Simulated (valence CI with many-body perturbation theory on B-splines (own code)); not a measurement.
## E1 transitions of Tl⁴⁹⁺

Method: valence CI with perturbative core correlation (CI+MBPT): four valence electrons over a frozen Dirac-Fock core [Ar] 3d10, a basis of 11 s, 11 p, 9 d, 7 f, 5 g, 2 h, 1 i functions for each j, with the one-electron correlation potential Σ1, the two-electron term Σ2, the three-electron term Σ3, Breit, model QED; selected CI, second order for the rest (own B-spline code, finite nucleus).

No measured spectrum was set against this ion. As an estimate, large intervals hold to a few tenths of a per cent, small ones and those within an open d or f shell to about a per cent.

Lines 51 to 100 of 229 in falling wavelength, among levels below 678.23 eV, chosen from the strongest by gf and those to the six lowest levels. Wavelengths and rates use the calculated energies. Electric multipoles are in the length gauge, E1 and E2 with the static RPA response of the core. Weak lines are less certain than strong ones. Lines between different terms over intervals too small for the method are left out, as are lines whose strength nearly cancels. The highest levels of a list are the least certain.

Levels are named by their leading jj configuration (3d3/2^4 stands for four electrons in 3d with j = 3/2), which in mixed levels can hold well under half, so a name can repeat and another be missing. Letters in brackets count levels of one name in rising energy.

```
λ vac (nm)                           Upper                       Lower   A (s⁻¹)  S (a.u.) with core polarisation  S without
     9.443           (4p1/2^2 4p3/2^2) J=2      (4s 4p1/2 4p3/2^2) J=3  6.85e+10                         1.42e-01   1.51e-01
     9.439          (4s 4p1/2^2 4p3/2) J=1      (4s^2 4p1/2 4p3/2) J=1  1.34e+10                         1.66e-02   1.76e-02
     9.381  (4s 4p1/2 4p3/2 4d5/2) J=4 [c]      (4s^2 4p3/2 4d5/2) J=4  1.39e+10                         5.10e-02   5.40e-02
     9.288  (4s 4p1/2 4p3/2 4d3/2) J=2 [d]      (4s^2 4p3/2 4d3/2) J=3  3.61e+10                         7.14e-02   7.56e-02
     8.806           (4p1/2^2 4p3/2^2) J=2  (4s 4p1/2 4p3/2^2) J=2 [a]  1.99e+10                         3.35e-02   3.55e-02
     7.622          (4s 4p1/2^2 4d3/2) J=1      (4s 4p1/2^2 4p3/2) J=1  3.01e+10                         1.97e-02   2.08e-02
     7.567  (4s 4p1/2 4p3/2 4d3/2) J=2 [a]      (4s 4p1/2 4p3/2^2) J=3  2.07e+10                         2.21e-02   2.33e-02
     7.432          (4s 4p1/2^2 4d3/2) J=2      (4s 4p1/2^2 4p3/2) J=1  2.06e+09                         2.08e-03   2.21e-03
     7.407  (4s 4p1/2 4p3/2 4d3/2) J=2 [b]  (4s 4p1/2 4p3/2^2) J=2 [b]  2.10e+10                         2.11e-02   2.23e-02
     7.405  (4s 4p1/2 4p3/2 4d3/2) J=3 [a]      (4s 4p1/2 4p3/2^2) J=3  1.16e+10                         1.63e-02   1.72e-02
     7.162          (4s^2 4p1/2 4d3/2) J=2      (4s^2 4p1/2 4p3/2) J=2  2.07e+10                         1.88e-02   1.97e-02
     6.966          (4s^2 4p1/2 4d3/2) J=2      (4s^2 4p1/2 4p3/2) J=1  1.57e+09                         1.31e-03   1.38e-03
     6.913          (4s 4p1/2^2 4d3/2) J=1      (4s 4p1/2^2 4p3/2) J=2  9.32e+09                         4.56e-03   4.80e-03
     6.756          (4s 4p1/2^2 4d3/2) J=2      (4s 4p1/2^2 4p3/2) J=2  3.69e+10                         2.81e-02   2.95e-02
     6.609          (4s^2 4p3/2 4d3/2) J=2          (4s^2 4p3/2^2) J=2  4.58e+09                         3.26e-03   3.41e-03
     6.540          (4s^2 4p3/2 4d3/2) J=1          (4s^2 4p3/2^2) J=2  1.41e+10                         5.83e-03   6.10e-03
     6.528          (4s^2 4p3/2 4d3/2) J=3          (4s^2 4p3/2^2) J=2  6.45e+07                         6.20e-05   6.63e-05
     6.379          (4s^2 4p1/2 4d3/2) J=1      (4s^2 4p1/2 4p3/2) J=2  8.84e+07                         3.40e-05   3.82e-05
     6.223          (4s^2 4p1/2 4d3/2) J=1      (4s^2 4p1/2 4p3/2) J=1  1.53e+10                         5.45e-03   5.72e-03
     6.202  (4s 4p1/2 4p3/2 4d5/2) J=1 [a]  (4s 4p1/2 4p3/2^2) J=1 [b]  3.92e+10                         1.39e-02   1.45e-02
     6.072  (4s 4p1/2 4p3/2 4d5/2) J=2 [b]  (4s 4p1/2 4p3/2^2) J=2 [b]  8.41e+10                         4.65e-02   4.88e-02
     6.021          (4s^2 4p1/2 4f7/2) J=4      (4s^2 4p1/2 4d5/2) J=3  1.66e+11                         1.61e-01   1.68e-01
     6.008  (4s 4p1/2 4p3/2 4d5/2) J=2 [b]  (4s 4p1/2 4p3/2^2) J=1 [a]  2.79e+10                         1.49e-02   1.56e-02
     5.990          (4s^2 4p1/2 4f7/2) J=3      (4s^2 4p1/2 4d5/2) J=2  1.99e+11                         1.48e-01   1.55e-01
     5.881  (4s 4p1/2 4p3/2 4d5/2) J=1 [b]  (4s 4p1/2 4p3/2^2) J=1 [b]  5.92e+10                         1.78e-02   1.87e-02
     5.849          (4s 4p1/2^2 4d5/2) J=2      (4s 4p1/2^2 4p3/2) J=1  2.53e+11                         1.25e-01   1.31e-01
     5.847  (4s 4p1/2 4p3/2 4d5/2) J=1 [a]      (4s 4p1/2 4p3/2^2) J=0  8.50e+10                         2.52e-02   2.64e-02
     5.834  (4s 4p1/2 4p3/2 4d5/2) J=1 [b]  (4s 4p1/2 4p3/2^2) J=2 [b]  5.75e+10                         1.69e-02   1.78e-02
     5.810  (4s 4p1/2 4p3/2 4d5/2) J=3 [a]      (4s 4p1/2 4p3/2^2) J=3  1.04e+11                         7.03e-02   7.39e-02
     5.802          (4s^2 4p3/2 4d5/2) J=2          (4s^2 4p3/2^2) J=2  2.08e+11                         1.00e-01   1.05e-01
     5.743          (4s^2 4p1/2 4d5/2) J=2      (4s^2 4p1/2 4p3/2) J=2  5.14e+10                         2.40e-02   2.53e-02
     5.735  (4s 4p1/2 4p3/2 4d5/2) J=2 [a]  (4s 4p1/2 4p3/2^2) J=2 [a]  2.23e+11                         1.04e-01   1.09e-01
     5.711          (4s^2 4p1/2 4d5/2) J=3      (4s^2 4p1/2 4p3/2) J=2  3.13e+11                         2.01e-01   2.11e-01
     5.697  (4s 4p1/2 4p3/2 4d5/2) J=1 [c]  (4s 4p1/2 4p3/2^2) J=1 [b]  5.03e+10                         1.38e-02   1.45e-02
     5.669      (4s 4p1/2 4p3/2 4d5/2) J=0  (4s 4p1/2 4p3/2^2) J=1 [b]  4.72e+11                         4.24e-02   4.46e-02
     5.665  (4s 4p1/2 4p3/2 4d5/2) J=3 [b]      (4s 4p1/2 4p3/2^2) J=3  1.61e+11                         1.01e-01   1.07e-01
     5.663  (4s 4p1/2 4p3/2 4d5/2) J=2 [c]  (4s 4p1/2 4p3/2^2) J=1 [b]  6.22e+10                         2.79e-02   2.93e-02
     5.660  (4s 4p1/2 4p3/2 4d3/2) J=3 [a]      (4s^2 4p1/2 4d5/2) J=2  2.66e+10                         1.67e-02   1.75e-02
     5.639          (4s 4p1/2^2 4d5/2) J=3      (4s 4p1/2^2 4p3/2) J=2  3.43e+11                         2.13e-01   2.23e-01
     5.620  (4s 4p1/2 4p3/2 4d5/2) J=2 [c]  (4s 4p1/2 4p3/2^2) J=2 [b]  9.21e+10                         4.03e-02   4.24e-02
     5.616          (4s^2 4p1/2 4d5/2) J=2      (4s^2 4p1/2 4p3/2) J=1  3.70e+11                         1.62e-01   1.70e-01
     5.613  (4s 4p1/2 4p3/2 4d5/2) J=2 [b]      (4s 4p1/2 4p3/2^2) J=3  1.11e+11                         4.86e-02   5.12e-02
     5.608  (4s 4p1/2 4p3/2 4d5/2) J=4 [b]      (4s 4p1/2 4p3/2^2) J=3  2.35e+11                         1.84e-01   1.93e-01
     5.597  (4s 4p1/2 4p3/2 4d5/2) J=1 [c]  (4s 4p1/2 4p3/2^2) J=1 [a]  4.76e+11                         1.24e-01   1.30e-01
     5.595          (4s^2 4p1/2 4f5/2) J=2      (4s^2 4p1/2 4d3/2) J=1  1.23e+11                         5.31e-02   5.55e-02
     5.581          (4s^2 4p3/2 4d5/2) J=1          (4s^2 4p3/2^2) J=0  4.91e+11                         1.26e-01   1.33e-01
     5.577  (4s 4p1/2 4p3/2 4d5/2) J=3 [d]  (4s 4p1/2 4p3/2^2) J=2 [b]  6.74e+11                         4.04e-01   4.25e-01
     5.571      (4s 4p1/2 4p3/2 4d5/2) J=0  (4s 4p1/2 4p3/2^2) J=1 [a]  2.68e+11                         2.28e-02   2.40e-02
     5.564  (4s 4p1/2 4p3/2 4d5/2) J=2 [c]  (4s 4p1/2 4p3/2^2) J=1 [a]  2.88e+11                         1.22e-01   1.29e-01
     5.562  (4s 4p1/2 4p3/2 4d5/2) J=3 [a]  (4s 4p1/2 4p3/2^2) J=2 [a]  2.38e+11                         1.42e-01   1.49e-01
```
